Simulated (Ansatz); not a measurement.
Two isomers of AlBH6OSi: A = `OB[SiH2][AlH2]`, B = `[BH2][AlH][O][SiH3]`.

Computed with Ansatz on PBE0-D4/def2-TZVP structures; ΔE is electronic, products minus reactants. CBS: MP2 limit from def2 TZ/QZ plus the TZ coupled-cluster correction, frozen cores. Functionals use def2-TZVPP. B3LYP here is the variant with VWN-RPA as its local correlation; programs differ in this. One conformer a species, not always the lowest.

Which is lower in electronic energy at CCSD(T)/CBS, and by how much? (Best estimate.)

Ansatz gave: B, by 87.3 kJ/mol.

Give E(B) − E(A) in kJ/mol with r2SCAN-D4, HF/def2-TZVPP, BLYP-D4, B2PLYP, CCSD(T)/def2-SVP, MP2/def2-TZVPP, B3LYP-D4. (An estimate is asked.)

Computed: r2SCAN-D4 -71.7, HF/def2-TZVPP -126.1, BLYP-D4 -73.2, B2PLYP -90.6, CCSD(T)/def2-SVP -56.6, MP2/def2-TZVPP -95.1, B3LYP-D4 -82.9. None reverses the order clearly.

Does the order hold for the free energy at 298.15 K (harmonic terms from PBE0-D4)? (An estimate is asked.)

The calculation gave: Yes: G(B) − G(A) = -97.4 kJ/mol, for one conformer each. Modes under 60 cm⁻¹, often nearly free rotors, make the harmonic entropy too high.

Largest T1 diagnostic: 0.015.

At CCSD(T), def2-SVP lies +30.8 kJ/mol from the extrapolated value and def2-TZVPP +2.7 kJ/mol. In def2-TZVPP, CCSD(T) changes the Hartree–Fock value by +41.5 kJ/mol (the triples alone add +7.6 kJ/mol) and MP2 by +31.0 kJ/mol.
